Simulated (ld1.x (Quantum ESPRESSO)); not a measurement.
u(r) = r·R(r): atom against pseudo-atom (N)

Columns: radius, all-electron u(r) and pseudo u(r) of the 2p shell (level -7.09 eV) of nitrogen in the configuration [He] 2s2 2p3; PBE, scalar-relativistic, ultrasoft scheme, ld1.x (Quantum ESPRESSO) 7.5.

```tsv
r (bohr)	all-electron	pseudo
0.098	0.0703	0.0109
0.195	0.2060	0.0424
0.292	0.3491	0.0924
0.390	0.4775	0.1581
0.488	0.5817	0.2347
0.585	0.6610	0.3163
0.682	0.7181	0.3985
0.780	0.7553	0.4772
0.878	0.7751	0.5472
0.975	0.7809	0.6045
1.072	0.7758	0.6478
1.170	0.7623	0.6762
1.268	0.7425	0.6896
1.365	0.7186	0.6893
1.463	0.6913	0.6776
1.560	0.6624	0.6573
1.658	0.6321	0.6310
1.755	0.6017	0.6017
1.852	0.5713	0.5713
1.950	0.5410	0.5410
2.047	0.5116	0.5116
2.145	0.4829	0.4829
2.242	0.4555	0.4555
2.340	0.4289	0.4289
2.438	0.4035	0.4035
2.535	0.3796	0.3796
```

How many radial nodes do the two functions have?

The all-electron 2p function has n − l − 1 = 0; the pseudo-wave has 0.

At about which radius was the pseudo-wave matched?

1.95 bohr. The columns agree to 0.0005 from 1.75 bohr on; several derivatives are matched, so the curves merge somewhat inside the radius.

Is the pseudo-wave norm-conserving?

No, it belongs to an ultrasoft set: the norm inside the radius is not constrained, and the difference is carried by the augmentation charge.
